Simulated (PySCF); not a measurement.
## Towards the basis-set limit for ZnH⁻

State: ¹Σ⁺, singlet, closed shell. De refers to Zn + H⁻. RHF-based CCSD(T) in PySCF 2.14 with Zn aug-cc-pVDZ-PP with ECP10, H aug-cc-pVDZ and Zn aug-cc-pVTZ-PP with ECP10, H aug-cc-pVTZ (frozen core orbitals: 4; scalar-relativistic core potentials). Correlation energies are extrapolated as n⁻³ (n = 2, 3), Hartree–Fock as (n+1)·exp(−9√n). CV is the change on freezing 0 orbitals instead, in Zn cc-pwCVTZ-PP with ECP10, H cc-pVTZ.

| Level | Re (Å) | ωe (cm⁻¹) | ωexe (cm⁻¹) | αe (cm⁻¹) | De (eV) |
| --- | --- | --- | --- | --- | --- |
| CCSD(T)/DZ | 1.7680 | 1033.1 | 54.3 | 0.383 | 0.951 |
| CCSD(T)/TZ | 1.7581 | 1058.1 | 48.9 | 0.355 | 0.998 |
| HF/CBS | 1.7796 | 1098.1 | 45.8 | 0.308 | 1.032 |
| MP2/CBS | 1.7250 | 1123.8 | 50.8 | 0.359 | 1.050 |
| CCSD/CBS | 1.7594 | 1067.5 | 47.2 | 0.342 | 0.982 |
| CCSD(T)/CBS | 1.7554 | 1067.4 | 47.1 | 0.346 | 1.015 |
| CCSD(T)/CBS+CV | 1.7575 | 1061.6 | 47.0 | 0.347 | 1.003 |

Q: How much is left between CCSD(T)/TZ and the basis-set limit, and how much do the triples give at the limit?

A: CCSD(T)/CBS less CCSD(T)/TZ: -2.7 mÅ in Re, +9.3 cm⁻¹ in ωe and +0.017 eV in De. CCSD(T)/CBS less CCSD/CBS: -4.0 mÅ in Re, -0.1 cm⁻¹ in ωe and +0.033 eV in De.

Q: What do the later terms add?

A: CV: +2.1 mÅ in Re, -5.8 cm⁻¹ in ωe and -0.012 eV in De, each against the row above.

The T1 diagnostic is 0.026, large enough to doubt a single reference. Spin–orbit coupling, excitations beyond (T) and corrections to the Born–Oppenheimer picture are left out.

The whole job (state search and all basis sets along the bond) took about 7.6 min on 4 threads of Arm Neoverse V2 (shared host), peak memory 5.3 GiB.
